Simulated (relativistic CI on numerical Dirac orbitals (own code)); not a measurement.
**Slater and spin-orbit integrals, Br8+**

Calculated at this level of theory: Dirac-Coulomb-Breit CI, KLI orbitals optimised for each configuration, model QED (radiative potential, 1s self-energy scaled to tabulated hydrogen-like ionisation energies), unscaled Slater integrals (own radial code, finite nucleus).

Slater integrals F^k, G^k are unscaled and averaged over j, outside the closed core [Ne]; ζ comes from projecting the Hamiltonian with its Breit term on Σ l·s of the shell.

- 3s²3p⁶3d⁹: ζ(3d) = 3398.7 cm⁻¹; <r>(3d) = 0.5549, <r^2>(3d) = 0.3723 (bohr units).
- 3s²3p⁵3d¹⁰: ζ(3p) = 37562 cm⁻¹; <r>(3p) = 0.5523, <r^2>(3p) = 0.3553 (bohr units).
- 3s²3p⁶3d⁸4s: F^2(3d,3d) = 180390, F^4(3d,3d) = 114330, ζ(3d) = 3568.1, G^2(3d,4s) = 18042 cm⁻¹; <r>(3d) = 0.5423, <r^2>(3d) = 0.3546, <r>(4s) = 1.304, <r^2>(4s) = 1.908 (bohr units).

Q: Give the Racah parameters of the d shell in 3s²3p⁶3d⁸4s.

A: B = F²/49 − 5F⁴/441 = 2385 cm⁻¹ and C = 35F⁴/441 = 9074 cm⁻¹.

Averages of the first 10 configurations, taken without configuration mixing, which lowers the lowest level and can move excited configurations by several eV; other configurations of the list can lie among them:

```json
{"Configuration": "3s²3p⁶3d⁹", "Parity": "even", "States": "10", "Average energy above the lowest level (eV)": "0.5"}
{"Configuration": "3s²3p⁵3d¹⁰", "Parity": "odd", "States": "6", "Average energy above the lowest level (eV)": "119.8"}
{"Configuration": "3s²3p⁶3d⁸4s", "Parity": "even", "States": "90", "Average energy above the lowest level (eV)": "84.0"}
{"Configuration": "3s²3p⁶3d⁸4p", "Parity": "odd", "States": "270", "Average energy above the lowest level (eV)": "102.9"}
{"Configuration": "3s3p⁶3d¹⁰", "Parity": "even", "States": "2", "Average energy above the lowest level (eV)": "191.4"}
{"Configuration": "3s²3p⁶3d⁷4s²", "Parity": "even", "States": "120", "Average energy above the lowest level (eV)": "179.2"}
{"Configuration": "3s²3p⁶3d⁸4d", "Parity": "even", "States": "450", "Average energy above the lowest level (eV)": "131.7"}
{"Configuration": "3s²3p⁶3d⁷4s4p", "Parity": "odd", "States": "1440", "Average energy above the lowest level (eV)": "196.5"}
{"Configuration": "3s²3p⁶3d⁸5s", "Parity": "even", "States": "90", "Average energy above the lowest level (eV)": "151.0"}
{"Configuration": "3s²3p⁶3d⁷4p²", "Parity": "even", "States": "1800", "Average energy above the lowest level (eV)": "217.3"}
```
